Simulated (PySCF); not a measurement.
The vertical singlet excitations below were computed for one of the candidates. Computed with TDDFT B3LYP/def2-SVPD, vertical, gas phase, core orbitals frozen in the response (PySCF). Geometries: PBE0-D3(BJ)/def2-SVP, one conformer each.

| state | λ (nm) | f |
| --- | --- | --- |
| S1 | 222.1 | 0.0066 |
| S2 | 214.7 | 0.0031 |
| S3 | 211.2 | 0.0015 |
| S4 | 189.2 | 0.013 |
| S5 | 178.7 | 0.0053 |
| S6 | 176.4 | 0.032 |
| S7 | 174.8 | 0.0056 |
| S8 | 173.6 | 0.022 |
| S9 | 172.3 | 0.024 |
| S10 | 171.6 | 0.0068 |

Triplets computed (Tamm–Dancoff): 5.55, 5.71, 5.82, 6.45 eV.

Question: Which candidate is it? All have the formula C6H16BNO.
A. `COC[NH2+][BH2-]C1CCC1`
B. `C1[C@H](CC[C@H]1OC)[BH2-][NH3+]`
C. `COC[N@@+]1(C)[BH2-]CCC1`
D. `CO[C@@H]1CC[C@@H]([BH2-][NH3+])C1`

Answer: D. Its S1 lies at 5.58 eV; the nearest of the others has S1 at 5.32 eV. S1 is HOMO→LUMO (88%). Löwdin shares by element: HOMO oxygen 50%, carbon 23% or more (atoms not listed hold the other 27%); LUMO hydrogen 34% or more, boron 19%, nitrogen 16% (atoms not listed hold the other 32%). At the same level the other candidates give, for their lowest levels:
- `CO[C@@H]1CC[C@H]([BH2-][NH3+])C1`: 233 nm (f 0.001); 214 nm (f 0.003); 209 nm (f 0.013); 192 nm (f 0.014); 184 nm (f 0.004); T1 5.29 eV; HOMO -6.52, LUMO -0.64 eV
- `COC[N@@+]1(C)[BH2-]CCC1`: 191 nm (f 0.007); 188 nm (f 0.010); 176 nm (f 0.022); 175 nm (f 0.007); 172 nm (f 0.001); T1 6.42 eV; HOMO -7.08, LUMO 0.07 eV
- `COC[NH2+][BH2-]C1CCC1`: 207 nm (f 0.006); 202 nm (f 0.005); 189 nm (f 0.001); 185 nm (f 0.003); 182 nm (f 0.009); T1 5.93 eV; HOMO -6.88, LUMO -0.12 eV

Without π bonds the low states are Rydberg-like; a valence basis with one diffuse set may place them up to an eV too high.
